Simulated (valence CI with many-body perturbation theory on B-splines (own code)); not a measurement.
**Forbidden lines of Ag²⁶⁺**

Calculated by relativistic CI+MBPT: three valence electrons over a frozen Dirac-Fock core [Ar], a basis of 7 s, 7 p, 8 d, 6 f, 4 g, 1 h functions for each j, with the one-electron correlation potential Σ1, the two-electron term Σ2, the three-electron term Σ3, Breit, model QED; selected CI, second order for the rest, scaled by the run's own slope (own B-spline code, finite nucleus).

No measured spectrum was set against this ion. As an estimate, large intervals hold to a few tenths of a per cent, small ones and those within an open d or f shell to about a per cent. Only levels of the ground parity were solved; by the run's estimate the other parity begins above the list, which can be wrong where configurations are misplaced.

Lines 1 to 50 of 70 in falling wavelength, among levels below 42.145 eV, chosen from the decays that carry over 1 % of a level's rate. Wavelengths and rates use the calculated energies. Weak lines are less certain than strong ones. Lines between different terms over intervals too small for the method are left out, as are lines whose strength nearly cancels. The highest levels of a list are the least certain. Branching is blank where the lifetime is uncertain.

Names give the largest LS component (configuration and term), which can be under half, so a name can repeat, a term be missing and a line seem to break the LS rules; names also repeat where a configuration has a term twice. Letters in brackets count levels of one name in rising energy.

```csv
λ vac (Å),Upper,Lower,Type,A (s⁻¹),Branch %
7656,3d³ ⁴P_1/2,3d³ ⁴P_3/2,M1,6.00e+01,8.8
6379,3d³ ⁴F_9/2,3d³ ⁴F_7/2,M1,6.85e+01,100.0
3769,3d³ ⁴F_7/2,3d³ ⁴F_5/2,M1,6.34e+02,100.0
3478,3d³ ²G_9/2,3d³ ²H_11/2,M1,1.11e+02,1.2
2963,3d³ ²D_5/2 [a],3d³ ²D_3/2 [a],M1,3.49e+02,5.7
2753,3d³ ⁴F_5/2,3d³ ⁴F_3/2,M1,1.74e+03,100.0
2723,3d³ ²P_3/2,3d³ ²D_5/2 [a],M1,1.23e+02,1.1
2336,3d³ ²H_11/2,3d³ ²H_9/2,M1,5.35e+02,28.6
2312,3d³ ⁴P_3/2,3d³ ⁴F_5/2,M1,3.37e+02,11.9
1961,3d³ ²D_5/2 [a],3d³ ⁴P_5/2,M1,2.86e+02,4.7
1925,3d³ ²H_9/2,3d³ ⁴F_9/2,M1,2.14e+03,53.6
1796,3d³ ⁴P_5/2,3d³ ⁴P_3/2,M1,1.64e+03,74.5
1671,3d³ ²D_3/2 [a],3d³ ⁴P_1/2,M1,1.01e+03,8.1
1644,3d³ ²P_3/2,3d³ ²P_1/2,M1,1.74e+03,14.8
1621,3d³ ²D_5/2 [a],3d³ ²G_7/2,M1,7.83e+01,1.3
1621,3d³ ²G_7/2,3d³ ⁴F_7/2,M1,1.55e+03,24.7
1479,3d³ ²H_9/2,3d³ ⁴F_7/2,M1,1.85e+03,46.4
1439,3d³ ²P_1/2,3d³ ⁴P_1/2,M1,5.59e+03,94.9
1419,3d³ ²P_3/2,3d³ ²D_3/2 [a],M1,3.35e+03,28.5
1397,3d³ ²G_9/2,3d³ ²H_9/2,M1,4.11e+03,42.8
1381,3d³ ⁴P_5/2,3d³ ⁴F_7/2,M1,2.22e+02,10.1
1372,3d³ ²D_3/2 [a],3d³ ⁴P_3/2,M1,5.44e+03,43.7
1290,3d³ ²G_9/2,3d³ ²G_7/2,M1,4.35e+03,45.3
1257,3d³ ⁴P_3/2,3d³ ⁴F_3/2,M1,2.49e+03,88.0
1233,3d³ ²F_5/2,3d³ ⁴P_5/2,M1,1.29e+03,33.2
1211,3d³ ²P_1/2,3d³ ⁴P_3/2,M1,9.94e+01,1.7
1177,3d³ ²F_7/2,3d³ ⁴P_5/2,M1,7.28e+01,1.8
1140,3d³ ²P_3/2,3d³ ⁴P_5/2,M1,3.48e+03,29.6
1133,3d³ ²G_7/2,3d³ ⁴F_5/2,M1,4.70e+03,75.1
1089,3d³ ²F_5/2,3d³ ²G_7/2,M1,5.12e+02,13.2
1079,3d³ ⁴P_1/2,3d³ ⁴F_3/2,M1,6.18e+02,90.9
1055,3d³ ²H_11/2,3d³ ⁴F_9/2,M1,1.33e+03,71.3
1046,3d³ ²F_7/2,3d³ ²G_7/2,M1,1.07e+03,26.2
1016,3d³ ²D_3/2 [b],3d³ ²P_3/2,M1,3.53e+02,
1011,3d³ ⁴P_5/2,3d³ ⁴F_5/2,M1,2.82e+02,12.8
962.6,3d³ ²D_5/2 [b],3d³ ²P_3/2,M1,4.27e+02,1.8
951.9,3d³ ²D_3/2 [b],3d³ ²F_5/2,M1,2.67e+03,
937.6,3d³ ²D_5/2 [a],3d³ ⁴P_3/2,M1,5.63e+02,9.2
937.6,3d³ ²D_5/2 [b],3d³ ²F_7/2,M1,2.61e+03,10.9
905.2,3d³ ²D_5/2 [b],3d³ ²F_5/2,M1,5.43e+03,22.8
860.8,3d³ ²D_3/2 [a],3d³ ⁴F_5/2,M1,4.52e+03,36.3
810.5,3d³ ²D_5/2 [a],3d³ ⁴F_7/2,M1,4.01e+03,65.2
809.6,3d³ ²G_9/2,3d³ ⁴F_9/2,M1,2.17e+02,2.3
739.7,3d³ ²D_3/2 [b],3d³ ²D_5/2 [a],M1,4.19e+03,
739.3,3d³ ⁴P_5/2,3d³ ⁴F_3/2,M1,5.60e+01,2.5
731.0,3d³ ²F_5/2,3d³ ⁴P_3/2,M1,8.60e+02,22.2
718.4,3d³ ²G_9/2,3d³ ⁴F_7/2,M1,8.19e+02,8.5
711.2,3d³ ²D_5/2 [b],3d³ ²D_5/2 [a],M1,5.17e+02,2.2
705.9,3d³ ²F_7/2,3d³ ⁴F_9/2,M1,1.93e+03,47.5
697.4,3d³ ²P_3/2,3d³ ⁴P_3/2,M1,5.32e+02,4.5
```
